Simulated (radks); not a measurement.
Ionisation of the strontium ion Sr3+, [Ar] 3d10 4s2 4p5, to [Ar] 3d10 4s2 4p4 as the strength of local exchange is varied. All-electron calculation, scalar-relativistic Kohn-Sham, Slater X-alpha exchange (alpha = 2/3 is LDA exchange), no correlation, spin-polarised, spherical densities, point nucleus; open shells are filled with parallel spins first (spin-orbit coupling, left out, can overturn this in heavy ions). Program: a radial shooting solver on a logarithmic mesh with Libxc functionals.

alpha  E(Sr3+) (hartree)  exchange (hartree)  IE (eV)  -e of the level emptied (eV)  <r> of it (bohr)
0.592        -3159.40961           -85.85131   53.418                   46.685 (4p)             1.514
0.667        -3170.31740           -97.03213   54.847                   48.115 (4p)             1.499
0.688        -3173.37772          -100.17500   55.251                   48.519 (4p)             1.495
0.744        -3181.55174          -108.58218   56.335                   49.605 (4p)             1.484
0.757        -3183.45201          -110.53930   56.589                   49.858 (4p)             1.481
0.842        -3195.90223          -123.38636   58.259                   51.534 (4p)             1.465
0.892        -3203.24646          -130.98442   59.254                   52.533 (4p)             1.456
0.894        -3203.54054          -131.28897   59.293                   52.573 (4p)             1.455

NIST Atomic Spectra Database: 56.280 eV (semi-empirical). The Delta-SCF value meets it near alpha = 0.74. Open shells are spherical and high-spin; term and fine-structure splittings are not resolved.
